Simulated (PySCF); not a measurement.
## Electron correlation in Al (aluminium, neutral)

[Ne] 3s2 3p1, 2P determinant. Computed with PySCF 2.14 in aug-cc-pV(D+d)Z (5s4p3d, 32 functions), with no relativity, point nucleus. Frozen: [Ne]; 3 electrons correlated.

MP2 pair energies summed by pair of shells (mhartree):

```json
{"pair": "3s-3s", "energy": "-18.56", "share (%)": "59.2"}
{"pair": "3s-3p", "energy": "-12.80", "share (%)": "40.8"}
```

Total MP2 correlation energy: -31.36 mhartree.

Same-spin part -2.24 and opposite-spin part -29.12 mhartree; SCS-MP2 scales them by 1/3 and 6/5 to -35.69 mhartree.

```
  level  correlation energy (mhartree)
   CCSD                         -48.29
    (T)                          -0.82
CCSD(T)                         -49.11
```

Diagnostics: T1 = 0.018, D1 = 0.0414, largest double amplitude 0.060.

Cost of the coupled-cluster step: 0.24 s of wall time on 1 thread of Neoverse-V1 (shared host), for 3 correlated electrons.

Iterations:

```
CC2 = 0
CCSD nocc = (np.int64(2), np.int64(1)), nmo = (27, 27)
frozen orbitals [[0, 1, 2, 3, 4], [0, 1, 2, 3, 4]]
max_cycle = 100
direct = 0
conv_tol = 1e-08
conv_tol_normt = 1e-06
diis_space = 8
diis_start_cycle = 0
Init t2, MP2 energy = -0.0313575293286147
Init E_corr(UCCSD) = -0.0313575293310285
cycle = 1  E_corr(UCCSD) = -0.0416552143567302  dE = -0.010297685  norm(t1,t2) = 0.0644137
cycle = 2  E_corr(UCCSD) = -0.045386096415721  dE = -0.00373088206  norm(t1,t2) = 0.0291872
cycle = 3  E_corr(UCCSD) = -0.0482749810861157  dE = -0.00288888467  norm(t1,t2) = 0.0146282
cycle = 4  E_corr(UCCSD) = -0.0482595524181625  dE = 1.5428668e-05  norm(t1,t2) = 0.00255573
cycle = 5  E_corr(UCCSD) = -0.0483067958969195  dE = -4.72434788e-05  norm(t1,t2) = 0.000432063
cycle = 6  E_corr(UCCSD) = -0.0482875352547559  dE = 1.92606422e-05  norm(t1,t2) = 0.000100592
cycle = 7  E_corr(UCCSD) = -0.0482966682748627  dE = -9.13302011e-06  norm(t1,t2) = 4.01345e-05
cycle = 8  E_corr(UCCSD) = -0.048294571425087  dE = 2.09684978e-06  norm(t1,t2) = 1.07431e-05
cycle = 9  E_corr(UCCSD) = -0.0482945661845147  dE = 5.24057239e-09  norm(t1,t2) = 1.39537e-06
cycle = 10  E_corr(UCCSD) = -0.0482946262016561  dE = -6.00171415e-08  norm(t1,t2) = 4.7516e-07
cycle = 11  E_corr(UCCSD) = -0.0482946288708872  dE = -2.66923113e-09  norm(t1,t2) = 8.88147e-08
UCCSD converged
E(UCCSD) = -241.9225799645482  E_corr = -0.04829462887088724
UCCSD(T) correction = -0.000818033940672065
```
